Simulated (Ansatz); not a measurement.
`[Cl][SnH]([Cl])[Br]` + CH₃NH₂ → `C[NH][SnH]([Cl])[Cl]` + HBr at 400 K and 1 bar (ligand exchange at the Sn–Br bond).

Computed with Ansatz on PBE0-D4/def2-TZVP structures; ΔE is electronic, products minus reactants. CBS: MP2 limit from def2 TZ/QZ plus the TZ coupled-cluster correction, frozen cores. def2 core potentials past Kr. For Br, Sn outer-core shells are correlated without core-valence functions, which leaves a few kJ/mol of doubt a bond. Scalar relativity is left out up to krypton. Each species was taken in one conformer, which may not be the lowest.

| species | CCSD(T)/CBS energy (Eh) | H − E (kJ/mol) | S (J/(mol·K)) |
| --- | --- | --- | --- |
| `[Cl][SnH]([Cl])[Br]` | -3707.63582 | 55.3 | 392.6 |
| CH₃NH₂ | -95.75281 | 185.4 | 256.0 |
| `C[NH][SnH]([Cl])[Cl]` | -1229.43487 | 203.4 | 430.3 |
| HBr | -2573.91920 | 27.6 | 207.2 |

H − E and S are ideal-gas, rigid-rotor, harmonic terms from PBE0-D4/def2-TZVP, for one conformer and one mirror image of each species. 1 Eh = 2625.50 kJ/mol, R = 8.31446 J/(mol·K).

By hand: ΔE, ΔH, ΔS and ΔG.

ΔE = (-1229.43487) + (-2573.91920) − (-3707.63582) − (-95.75281) = 0.03456 Eh = 90.7 kJ/mol. Δ(H − E) = 203.4 + 27.6 − 55.3 − 185.4 = -9.7, so ΔH = 81.0 kJ/mol. ΔS = 430.3 + 207.2 − 392.6 − 256.0 = -11.1 J/(mol·K). ΔG = 81.0 − 400 × (-11.1)/1000 = 85.4 kJ/mol.

By hand: the equilibrium constant, and the temperature at which ΔG would vanish if ΔH and ΔS stayed fixed.

log₁₀ K = −ΔG/(RT ln 10) = -11.2. ΔH and −TΔS have one sign here, so there is no such temperature.

The number of gas molecules stays the same, so ΔS is small and ΔH decides. A doubt of 5 kJ/mol in ΔE shifts log₁₀ K by 0.7 here. Other conformers and mirror images would add mixing entropy, several J/(mol·K) or more a flexible species. Modes under 60 cm⁻¹, often nearly free rotors, make the harmonic entropy too high. These are equilibria of isolated gas molecules and say nothing of rates. Largest T1 diagnostic: 0.012 (customary marks: 0.02 for closed shells, 0.045 for open ones).

ΔS is within the doubt of such terms, so its sign, and with it that verdict, could turn.
